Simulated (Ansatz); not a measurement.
Stretching the Si1–S2 bond in SiS (multiplicity 1 held). Energies count from the point at 1.938 Å.


Signs of static correlation in cc-pV(D+d)Z, from Ansatz (an electronic-structure program) runs.

```csv
R (Å),T1 of restricted CCSD,⟨S²⟩ of UHF,largest double amplitude of restricted CCSD
1.550,0.012,0.000,0.070
1.744,0.017,0.000,0.066
1.938,0.025,0.000,0.079
2.132,0.037,0.000,0.094
2.326,0.055,[?],[?]
2.616,0.098,0.982,0.132
2.907,0.195,1.420,0.167
3.392,0.094,2.002,0.155
3.876,0.034,2.017,0.196
4.457,0.013,2.019,0.267
5.233,0.011,2.019,0.319
6.202,0.011,2.019,0.334
7.752,0.011,2.019,0.339
```

Task: Fill in the missing entries.

Result: 
- 2.326, ⟨S²⟩ of UHF: 0.763
- 2.326, largest double amplitude of restricted CCSD: 0.109

Doubts at one or more of the structures used: T1 above 0.05 (R-CCSD(T)/cc-pV(D+d)Z, U-CCSD(T)/cc-pV(D+d)Z); a restricted determinant that unrestricted orbitals would lower (R-CCSD(T)/cc-pV(D+d)Z); a spin-contaminated determinant (U-CCSD(T)/cc-pV(D+d)Z); the program's own flag: large difference (U-CCSD(T)/cc-pV(D+d)Z).
